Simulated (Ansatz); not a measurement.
AlClH7NSi2, SMILES `[SiH3][N]([SiH3])[AlH][Cl]`, relaxed with RKS PBE-D4/def2-SVP in the Gaussian-basis code of Ansatz from a rough embedded geometry. The force threshold is 0.03 eV/Å; the program also tests the step.

Total charge 0; spin multiplicity 1.

Start:

```xyz
12

Si    0.011    1.200    1.079
N    -0.293   -0.456    0.588
Si    1.176   -1.044   -0.210
Al   -1.621   -0.526   -0.732
Cl   -1.470    0.631   -2.621
H     1.092    1.338    2.015
H     0.374    2.035   -0.140
H    -1.191    1.793    1.636
H     1.570   -0.198   -1.338
H     1.018   -2.440   -0.617
H     2.317   -1.005    0.781
H    -2.986   -1.327   -0.441
```

How much energy does the relaxation release, and in how many steps? (Best estimate.)

The calculation gave: 81.02 kJ/mol, in 35 steps, 1 of them rejected.

Which bonds change most? (An estimate is asked.)

The calculation gave: Al4–Cl5 from 2.221 to 2.116 Å; N2–Al4 from 1.874 to 1.804 Å; Si1–H6 from 1.436 to 1.507 Å; Si1–H8 from 1.451 to 1.502 Å.

Give the relaxed structure. (An estimate is asked.)

Computed: 
```xyz
12

Si    0.066    1.528    0.669
N    -0.117   -0.084   -0.059
Si    1.246   -1.206    0.070
Al   -1.616   -0.550   -0.948
Cl   -3.061    0.983   -1.154
H     1.274    1.479    1.568
H     0.288    2.590   -0.373
H    -1.141    1.891    1.485
H     2.492   -0.623   -0.543
H     0.882   -2.463   -0.674
H     1.548   -1.552    1.504
H    -1.861   -1.993   -1.546
```
